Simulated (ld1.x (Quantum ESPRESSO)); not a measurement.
# u(r) = r·R(r): atom against pseudo-atom (C (Z = 6))

Columns: radius, all-electron u(r) and pseudo u(r) of the 2p shell (level -17.13 eV) of carbon in the configuration [He] 2s2 2p1; LDA (PZ), non-relativistic, TM scheme, ld1.x (Quantum ESPRESSO) 7.5.

| r (bohr) | all-electron | pseudo |
| --- | --- | --- |
| 0.075 | 0.0334 | 0.0155 |
| 0.150 | 0.1089 | 0.0606 |
| 0.225 | 0.2019 | 0.1313 |
| 0.300 | 0.2985 | 0.2210 |
| 0.375 | 0.3910 | 0.3218 |
| 0.450 | 0.4750 | 0.4251 |
| 0.525 | 0.5488 | 0.5227 |
| 0.600 | 0.6114 | 0.6081 |
| 0.675 | 0.6632 | 0.6772 |
| 0.750 | 0.7044 | 0.7285 |
| 0.825 | 0.7358 | 0.7629 |
| 0.900 | 0.7582 | 0.7828 |
| 0.975 | 0.7724 | 0.7915 |
| 1.050 | 0.7796 | 0.7922 |
| 1.125 | 0.7805 | 0.7874 |
| 1.200 | 0.7760 | 0.7791 |
| 1.275 | 0.7670 | 0.7680 |
| 1.350 | 0.7542 | 0.7543 |
| 1.425 | 0.7382 | 0.7382 |
| 1.500 | 0.7197 | 0.7197 |
| 1.575 | 0.6991 | 0.6991 |
| 1.650 | 0.6770 | 0.6770 |
| 1.725 | 0.6537 | 0.6537 |
| 1.800 | 0.6296 | 0.6296 |
| 1.875 | 0.6050 | 0.6050 |
| 1.950 | 0.5800 | 0.5800 |

Question: How many radial nodes do the two functions have?

Answer: The all-electron 2p function has n − l − 1 = 0; the pseudo-wave has 0.

Question: At about which radius was the pseudo-wave matched?

Answer: 1.50 bohr. The columns agree to 0.0005 from 1.35 bohr on; several derivatives are matched, so the curves merge somewhat inside the radius.

Question: Is the pseudo-wave norm-conserving?

Answer: Yes: the TM scheme keeps the norm inside the radius equal to the all-electron one, which fixes the energy derivative of the logarithmic derivative at the level.
